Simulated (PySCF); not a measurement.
**Solvent effects on NMR parameters**

Geometry (Å), atoms numbered from 1 in this order:
```xyz
20

C     2.575   -0.192    0.260
C     1.835   -1.080    0.925
C     0.343   -1.071    1.077
P    -0.589   -0.031   -0.128
C    -2.326   -0.484    0.229
Al   -0.383    2.431   -0.140
P    -0.233   -1.082   -2.044
H     3.663   -0.288    0.230
H     2.143    0.672   -0.258
H     2.338   -1.906    1.441
H     0.064   -0.698    2.080
H    -0.055   -2.098    1.007
H    -2.490   -1.570    0.166
H    -2.575   -0.131    1.241
H    -2.982    0.036   -0.484
H     1.075    2.664   -0.770
H    -1.651    2.664   -1.107
H    -0.594    2.703    1.431
H     0.917   -0.311   -2.385
H    -1.125   -0.211   -2.743
```

GIAO PBE0/pcSseg-1 in PySCF on one PBE0-D3(BJ)/def2-SVP conformer, non-relativistic, equivalent nuclei averaged. Solvents enter as an IEF-PCM continuum (chloroform with ε = 4.7, acetone with ε = 20.5) around the gas-phase geometry. Shifts are referred to TMS, AlH4- computed in the same medium.

Gas phase, δ in ppm: C2 137.6, C1 131.2, C3 33.6, C5 11.0, Al6 49.4, H9 6.37, H10 6.00, H8 5.68, H16/H17/H18 3.97, H19/H20 3.07, H11 2.67, H12 2.16, H13/H14/H15 1.30. Dipole moment 4.63 D.

Q: How does each δ change in the continuum?

A: 
```
      atoms                                 environment  Δδ, chloroform  Δδ, acetone
         C2                                   alkene CH            +3.5         +5.0
         C1                        terminal =CH2 carbon            -1.4         -2.0
         C3                 allylic sp3 CH2 bonded to P            +0.9         +1.3
         C5                   methyl carbon bonded to P            +0.1         +0.2
        Al6                  aluminium bonded to P, 3 H           -11.2        -13.4
         H9          hydrogen on a terminal =CH2 carbon           -0.24        -0.32
        H10                    hydrogen on an alkene CH           +0.20        +0.29
         H8          hydrogen on a terminal =CH2 carbon            0.00        -0.02
H16/H17/H18        hydrogen on an aluminium bonded to P           -0.32        -0.42
    H19/H20        hydrogen on a phosphorus bonded to P           +0.13        +0.17
        H11  hydrogen on an allylic sp3 CH2 bonded to P           +0.19        +0.25
        H12  hydrogen on an allylic sp3 CH2 bonded to P           +0.26        +0.37
H13/H14/H15     hydrogen on a methyl carbon bonded to P           +0.12        +0.16
```

Changes are relative to the gas phase. The dipole moment becomes 5.71 D in chloroform, 6.07 D in acetone.

Q: Which nuclei move most (in ppm), and what does the model miss?

A: Al6 (aluminium bonded to P, 3 H, -13.4 ppm) in acetone. A continuum only polarises the solute; specific hydrogen bonds, the anisotropy of aromatic solvents and changes of geometry or conformer are outside it.
